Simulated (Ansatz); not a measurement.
`[F][AlH][SbH2]` + `C=C=N` → `C=C=[N][SbH2]` + `[F][AlH2]` at 500 K and 1 bar (cleavage of the Sb–Al bond).

Isolated molecules relaxed with PBE0-D4/def2-TZVP in Ansatz; ΔE leaves out vibrations. CBS: MP2 limit from def2 TZ/QZ plus the TZ coupled-cluster correction, frozen cores. This one scheme is used for every species. def2 core potentials past Kr. For Sb outer-core shells are correlated without core-valence functions, which leaves a few kJ/mol of doubt a bond. Each species was taken in one conformer, which may not be the lowest.

```csv
species,CCSD(T)/CBS energy (Eh),H − E (kJ/mol),S (J/(mol·K))
`[F][AlH][SbH2]`,-583.69641,96.0,380.4
`C=C=N`,-132.55079,140.3,282.8
`C=C=[N][SbH2]`,-373.15774,164.4,383.5
`[F][AlH2]`,-343.06661,62.3,268.8
```

H − E and S are ideal-gas, rigid-rotor, harmonic terms from PBE0-D4/def2-TZVP, for one conformer and one mirror image of each species. 1 Eh = 2625.50 kJ/mol, R = 8.31446 J/(mol·K).

**Question.** By hand: ΔE, ΔH, ΔS and ΔG.

**Answer.** ΔE = (-373.15774) + (-343.06661) − (-583.69641) − (-132.55079) = 0.02285 Eh = 60.0 kJ/mol. Δ(H − E) = 164.4 + 62.3 − 96.0 − 140.3 = -9.6, so ΔH = 50.4 kJ/mol. ΔS = 383.5 + 268.8 − 380.4 − 282.8 = -10.9 J/(mol·K). ΔG = 50.4 − 500 × (-10.9)/1000 = 55.9 kJ/mol.

**Question.** By hand: the equilibrium constant, and the temperature at which ΔG would vanish if ΔH and ΔS stayed fixed.

**Answer.** log₁₀ K = −ΔG/(RT ln 10) = -5.8. ΔH and −TΔS have one sign here, so there is no such temperature.

The number of gas molecules stays the same, so ΔS is small and ΔH decides. A doubt of 5 kJ/mol in ΔE shifts log₁₀ K by 0.5 here. Other conformers and mirror images would add mixing entropy, several J/(mol·K) or more a flexible species. These are equilibria of isolated gas molecules and say nothing of rates. Largest T1 diagnostic: 0.015 (customary marks: 0.02 for closed shells, 0.045 for open ones).

ΔS is within the doubt of such terms, so its sign, and with it that verdict, could turn.
